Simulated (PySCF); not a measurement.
**Atomic charges against the basis set**

C4H2F4.
Numbering: `[F:1]/[CH:2]=[CH:3]\[C:4]([F:5])=[C:6]([F:7])[F:8]` (hydrogens: H9 on C2; H10 on C3)

PBE0 throughout (PySCF), one geometry, spherical d and f functions. Isolated species at its PBE0-D3(BJ)/def2-SVP geometry (one conformer only). The first 7 of 10 kinds of atom are listed.

Mulliken charges (e):

```csv
basis,functions,F1,C2,C3,C4,F5,C6,F7
pcSseg-0,76,-0.332,+0.204,-0.319,+0.193,-0.344,+0.720,-0.322
6-31G*,116,-0.277,+0.167,-0.313,+0.300,-0.303,+0.565,-0.268
cc-pVDZ,122,-0.146,+0.204,-0.167,+0.099,-0.151,+0.304,-0.122
def2-SVP,122,-0.184,+0.199,-0.139,+0.134,-0.194,+0.362,-0.157
aug-cc-pVDZ,202,-0.491,+0.590,+0.879,+0.682,-0.604,+0.901,-0.486
"6-311+G(2d,p)",228,-0.265,-0.073,+0.122,+0.383,-0.320,+0.470,-0.308
def2-TZVP,260,-0.160,+0.067,-0.207,+0.119,-0.168,+0.348,-0.147
cc-pVTZ,268,-0.136,+0.070,-0.227,+0.087,-0.137,+0.304,-0.116
IGLO-III,300,-0.212,+0.155,-0.191,+0.227,-0.220,+0.426,-0.211
pcSseg-2,316,-0.229,+0.226,-0.160,+0.234,-0.243,+0.462,-0.220
```

IAO charges (e):

```tsv
basis	functions	F1	C2	C3	C4	F5	C6	F7
pcSseg-0	76	-0.216	+0.131	-0.247	+0.163	-0.222	+0.454	-0.212
6-31G*	116	-0.239	+0.153	-0.244	+0.188	-0.246	+0.507	-0.233
cc-pVDZ	122	-0.239	+0.149	-0.247	+0.187	-0.246	+0.506	-0.231
def2-SVP	122	-0.239	+0.154	-0.244	+0.187	-0.246	+0.505	-0.231
aug-cc-pVDZ	202	-0.252	+0.149	-0.246	+0.196	-0.256	+0.520	-0.238
6-311+G(2d,p)	228	-0.253	+0.150	-0.246	+0.197	-0.257	+0.520	-0.239
def2-TZVP	260	-0.253	+0.153	-0.248	+0.197	-0.257	+0.525	-0.240
cc-pVTZ	268	-0.251	+0.152	-0.248	+0.196	-0.256	+0.523	-0.239
IGLO-III	300	-0.253	+0.151	-0.247	+0.197	-0.258	+0.523	-0.240
pcSseg-2	316	-0.253	+0.153	-0.248	+0.197	-0.258	+0.525	-0.240
```

**Question.** Which scheme is steadiest as the basis changes?

**Answer.** Largest range over the bases for any column: IAO 0.07 e, Mulliken 1.20 e. IAO charges move least and Mulliken charges most, counted in e.

**Question.** How much do the charges still move between the two largest bases, IGLO-III and pcSseg-2?

**Answer.** At most, over all atoms: Mulliken 0.072 e, IAO 0.002 e.

**Question.** What do the same runs give for the total energy, the frontier levels and the dipole moment?

**Answer.** 
```tsv
basis	energy (Eh)	HOMO (eV)	LUMO (eV)	μ (D)
pcSseg-0	-551.0936	-6.91	-1.16	2.75
6-31G*	-552.3548	-6.29	-0.50	2.09
cc-pVDZ	-552.4009	-6.46	-0.69	2.08
def2-SVP	-551.9516	-6.61	-0.83	2.21
aug-cc-pVDZ	-552.4431	-6.77	-1.04	2.22
6-311+G(2d,p)	-552.5475	-6.81	-1.06	2.29
def2-TZVP	-552.6053	-6.72	-0.95	2.21
cc-pVTZ	-552.5764	-6.65	-0.88	2.15
IGLO-III	-552.6115	-6.77	-1.02	2.23
pcSseg-2	-552.6006	-6.78	-1.02	2.28
```

The dipole is fixed by the density alone, so its range of 0.67 D shows that the density itself changes with the basis, not only its division among atoms.
